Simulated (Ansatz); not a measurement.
Relaxation of BBrClFH₂O (7 atoms, charge 0, multiplicity 1), to a largest force component of 0.03 eV/Å in at most 50 steps.

Level of theory: RKS BHLYP/def2-SVP in Ansatz.

```xyz
7
Properties=species:S:1:pos:R:3
B 0.057 -0.354 -0.109
F 0.037 -0.460 1.211
Cl 1.606 -0.325 -0.920
O -1.071 -0.340 -0.814
H -1.874 -0.364 -0.295
Br 0.191 2.690 1.016
H 0.451 1.509 1.891
```

Where does it end, and by what steps?

The forces met the threshold. After 28 steps the energy has fallen by 0.214 eV; Cl3 moved furthest, 1.75 Å.

```tsv
step	energy less start (eV)	largest force component (eV/Å)	accepted
0	0.0000	1.479	yes
1	-0.1086	0.486	yes
2	-0.1095	0.583	yes
3	-0.1261	0.183	yes
4	-0.1277	0.173	yes
5	-0.1296	0.199	yes
6	-0.1307	0.213	yes
7	-0.1315	0.278	yes
8	-0.1338	0.162	yes
9	-0.1338	0.159	yes
10	-0.1234	0.523	no
11	-0.1359	0.111	yes
12	-0.1366	0.071	yes
13	-0.1375	0.036	yes
14	-0.1374	0.261	no
15	-0.1388	0.141	yes
16	-0.1404	0.134	yes
17	-0.1425	0.191	yes
18	-0.1460	0.427	yes
19	-0.1474	0.487	yes
20	-0.1483	0.800	yes
21	-0.1863	0.472	yes
22	-0.2007	0.378	yes
23	-0.2074	0.238	yes
24	-0.2097	0.083	yes
25	-0.2121	0.050	yes
26	-0.2131	0.131	yes
27	-0.2136	0.082	yes
28	-0.2143	0.006	yes
```

```xyz
7
Properties=species:S:1:pos:R:3
B 0.310 -0.584 -0.303
F 0.961 -0.066 0.731
Cl 1.020 -1.964 -1.113
O -0.843 -0.074 -0.713
H -1.148 0.682 -0.206
Br -1.051 2.538 1.666
H 0.149 1.825 1.918
```

Whether the end is a true minimum wasn't checked by a vibrational analysis.

Run time: 2.8 min on 2 threads of Intel(R) Xeon(R) Platinum 8259CL CPU @ 2.50GHz (Skylake/Cascade Lake) (shared host), peak memory 0.25 GiB.
